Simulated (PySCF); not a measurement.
# Peak assignment

Structure with atom numbers: `[CH3:1]/[CH:2]=[N:3]\[SiH:4]([CH3:5])[CH3:6]` (H(Xn): hydrogen on atom n).

All values are calculated (PySCF): geometry: GFN2-xTB, NMR shieldings at PBE0/pcSseg-1/GIAO. Isolated molecule, averaged over atoms made equivalent by symmetry, fast rotation or ring inversion, no relativistic terms, one computed conformer.

δ = σ(ref) − σ, references computed at the same level: ¹³C (186.93 ppm), ¹H (31.72 ppm) vs TMS.

(1) Assign these signals to the numbered atoms. ¹³C{¹H} NMR (computed): δ 176.2, 30.1, -0.6.

(2) Assign these signals to the numbered atoms. ¹H NMR (300 MHz, computed): δ 8.67 (q, 1H), 5.55 (sept, 1H), 2.01 (d, 3H), 0.19 (d, 6H).

Answers

(1) 
176.2 → C2, C=N carbon
30.1 → C1, methyl carbon: aliphatic region, no heteroatom directly attached
-0.6 → C5/C6, methyl carbon bonded to Si: an electropositive neighbour leaves it electron-rich and shielded

(2) 
8.67 → H(C2), hydrogen on a C=N carbon
5.55 → H(Si4), hydrogen on a silicon bonded to 2 C, N
2.01 → H(C1), hydrogen on a methyl carbon
0.19 → H(C5)/H(C6), hydrogen on a methyl carbon bonded to Si: an electropositive neighbour shields it, as in TMS itself

Shifts are as computed. Against solution values, carbons near 30 ppm lie about +3 ppm off and those near 130 ppm about +5 ppm. Of 1309 compounds with measured shifts, 239 miss one by over three times the rms of a fit or turn the order of signals round; such compounds aren't used in these exercises. Multiplicities follow the n + 1 count of equivalent neighbours, as no J values were calculated; m marks all less simple cases, F and P coupling included.
